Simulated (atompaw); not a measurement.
## Before and after: PAW (atompaw) potential for gold (Au)

atompaw 4.2.0.5 input, output lines left out:

```
Au 79
LDA-PW scalarrelativistic loggrid 2001 logderivrange -8 5 326
6 6 5 4 0 0
6 0 0.5
6 1 0
0 0 0
c
c
c
c
c
v
c
c
c
c
v
c
c
v
v
3
3.00 2.65 2.75 2.10
y
0.9
n
y
0.1
n
y
-0.45
n
y
-5.85
n
custom polynom gramschmidtortho sinc
bessel
2.45
2.45
3.00
3.00
1.70
3.00
0.70
0.70
```

All-electron outer shells of the reference configuration (LDA (PW92), scalar-relativistic, ld1.x):

```csv
shell,level (eV),outermost node (bohr),outermost maximum (bohr)
5s,-112.91,0.48,0.84
4f,-85.69,–,0.37
5p,-64.22,0.52,0.96
5d,-11.23,0.56,1.21
6s,-9.74,1.11,2.27
6p,-3.73,1.32,3.18
```

Change: all radii scaled by about 0.80 (s 1.96, p 2.40, d 1.36, f 0.56 bohr); local potential bessel scheme, radius 2.20 bohr; augmentation sinc compensation charge, radius 2.12 bohr; PAW radius 2.40 bohr; waves and projectors: custom polynom gramschmidtortho; core correction smooth core density matched at 1.68 bohr.

Cutoffs: the cutoffs (Ry, on a coarse ladder) from which the occupation-weighted sum of valence levels, in a spherical-Bessel basis at the reference potential, stays within 10 and 1 mRy of its value at 400 Ry; they do not see the model core or the augmentation charge, which bear on the density cutoff.

Problem. What does the change do?

Solution. A bound ghost appears in s, which as a rule spoils a file; the p channel binds one level more than in the base.

| quantity | base | changed |
| --- | --- | --- |
| cutoffs, loose and tight | over 300 Ry, over 300 Ry | not determined |
| bound ghosts | none | s |
| lowest overlap eigenvalue by channel | s 0.26, p 0.49, d 0.14, f 1.00 | s 0.39, p 0.57, d 0.06, f 1.00 |

 A true bound ghost makes a file unfit for plane-wave use even where its test errors are small: the radial tests pick states by their node count and pass the ghost by. The cutoffs see the waves, projectors and local potential, not the compensation charge or the core.
